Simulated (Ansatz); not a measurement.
Gas-phase reaction in SMILES: ClBr → Cl atom + Br atom (the Br-Cl bond at the site shown breaks; other sites are not compared here)
Structures are relaxed separately at B3LYP-D3(BJ)/def2-TZVP in Ansatz (a first-principles code).

Quantity: bond dissociation energy (electronic energy difference), in kcal/mol. Cores are frozen in the correlated levels unless marked. UHF or UKS for open shells. Spin-orbit coupling is left out. Frozen are the shells of the preceding noble gas and the d and f shells that filled before the atom's block. No relativistic terms. FCI takes restricted orbitals. CBS marks a two-point X^-3 extrapolation of the correlation energy; Hartree-Fock from the larger set.

```tsv
level	program	bond dissociation energy (kcal/mol)
HF/STO-3G	Ansatz	30.2
HF/6-31G	Ansatz	-5.5
```

Task: What does CCSD(T)/CBS(def2-TZVPPD,def2-QZVPPD) (Ansatz) give?

Result: 55.5 kcal/mol
